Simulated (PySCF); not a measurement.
**BF₃: from structure and modes to constants**

These are results of wB97X/[B def2-TZVP, F def2-TZVP], no relativity, density fitting, PySCF, not measurements.

The singlet minimum has D3h symmetry. Masses (u): B 11.00930, F 18.99840.

```xyz
4
charge 0 multiplicity 1, angstrom
B     0.0000    0.0000    0.0000
F     1.3161    0.0000    0.0000
F    -0.6580    1.1398    0.0000
F    -0.6580   -1.1398    0.0000
```

Harmonic wavenumbers (cm⁻¹): 470.1 (e', ×2), 680.8 (a2'', ×1), 885.7 (a1', ×1), 1454.9 (e', ×2).

Problem. Find the principal moments of inertia and the rotational constants. What kind of rotor is it?

Solution. About the centre of mass I = 49.36, 49.36, 98.72 u Å². With B = 16.8576/I this gives 0.3415, 0.3415, 0.1708 cm⁻¹. The molecule is an oblate symmetric top.

Problem. Find the vibrational entropy and heat capacity at 298.15 K.

Solution. With u = 1.43878 ω/T, each mode gives S = R[u/(eᵘ−1) − ln(1−e⁻ᵘ)] and C = R u² eᵘ/(eᵘ−1)².
| ω (cm⁻¹) | u | S (J/(mol K)) | C (J/(mol K)) |
| --- | --- | --- | --- |
| 470.1 (×2) | 2.269 | 3.08 | 5.51 |
| 680.8 | 3.286 | 1.38 | 3.62 |
| 885.7 | 4.274 | 0.62 | 2.18 |
| 1454.9 (×2) | 7.021 | 0.06 | 0.37 |
The sums over all modes are S = 8.3 and C = 17.5 J/(mol K); the softest mode gives 37 % of the entropy (each member, where degenerate).
